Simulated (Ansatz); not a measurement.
One change: `[GeH3][CH2][TeH]` becomes `SC[TeH]`.

Ansatz, PBE0-D4/def2-TZVP geometries, multiplicity 1. Each molecule was computed in one conformer, which needn't be the lowest.

Elements past krypton have def2 core potentials. Scalar relativity is left out up to krypton.

```tsv
property	`[GeH3][CH2][TeH]`
LUMO energy (PBE/def2-TZVPP) / eV	-1.59
LUMO energy (B3LYP/def2-TZVPP) / eV	-1.00
HOMO–LUMO gap (PBE/def2-TZVPP) / eV	3.54
HOMO energy (B3LYP/def2-TZVPP) / eV	-5.96
HOMO–LUMO gap (PBE0/def2-TZVPP) / eV	5.40
size of the dipole moment (ωB97M-V/def2-TZVPP) / D	1.06
```

Task: Give the same properties after the change, and the shifts. (Estimate.)

Result: The calculation gave: 
| property | `SC[TeH]` | shift |
| --- | --- | --- |
| LUMO energy (PBE/def2-TZVPP) / eV | -1.83 | -0.24 |
| LUMO energy (B3LYP/def2-TZVPP) / eV | -1.22 | -0.22 |
| HOMO–LUMO gap (PBE/def2-TZVPP) / eV | 3.40 | -0.14 |
| HOMO energy (B3LYP/def2-TZVPP) / eV | -6.07 | -0.11 |
| HOMO–LUMO gap (PBE0/def2-TZVPP) / eV | 5.29 | -0.11 |
| size of the dipole moment (ωB97M-V/def2-TZVPP) / D | 1.15 | 0.09 |

With PBE0 the HOMO falls by 0.12 eV and the LUMO falls by 0.22 eV, so the gap narrows by about 0.10 eV. PBE moves the HOMO by -0.10 eV and ωB97M-V by -0.11 eV. Dipoles are sizes alone; their direction can turn.

B3LYP here is the variant with VWN-RPA as its local correlation; programs differ in this.

Spin–orbit coupling is left out; it splits and shifts lone-pair levels of the heavy atoms by tenths of an eV.
